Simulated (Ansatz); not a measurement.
A run for Ansatz (a quantum-chemistry and plane-wave program): R-SVWN5/def2-TZVPP on CH4GeO2 (SMILES C[O][Ge][OH]), a point of a torsion scan.

Ansatz 0.2 input:
```yaml
crystal:
  periodic: [false, false, false]
  atoms:
    - {symbol: C, position_ang: [-0.97942605, 0.16009044, 0.36601436]}
    - {symbol: O, position_ang: [-0.75734972, -1.08089224, -0.25096645]}
    - {symbol: Ge, position_ang: [-1.12934442, -1.97949678, -1.74216226]}
    - {symbol: O, position_ang: [-2.12501299, -0.84775793, -2.68765346]}
    - {symbol: H, position_ang: [-1.78434852, 0.07101443, 1.10003980]}
    - {symbol: H, position_ang: [-0.06426771, 0.46532717, 0.87949999]}
    - {symbol: H, position_ang: [-1.25050869, 0.93402996, -0.35961178]}
    - {symbol: H, position_ang: [-2.40877913, 0.02594938, -2.42563050]}
basis:
  gaussian:
    orbitals: def2-TZVPP
hamiltonian:
  xc: {name: SVWN5}
scf: {lower_state_search: off}
```

The head of its log:

```
WARN ansatz: RAYON_NUM_THREADS=2 ignored (pool sized by the plan → 2); use --threads N
Functional definition: SVWN5
these checks for a lower state are left out or cut short: stability, starts, cluster_reference, orbital_swaps, neighbouring_geometries, increment
integrals: 0.11 GiB planned
1076 factors; their error is unknown
mean field: 0.76 GiB planned
mean field evaluation 1: about -61576.9216 eV, gradient 9.6e1 eV
mean field evaluation 2: about -61481.1118 eV, gradient 2.3e2 eV
```

Problem. Predict the final total energy.

Solution. -2263.4991 hartree.
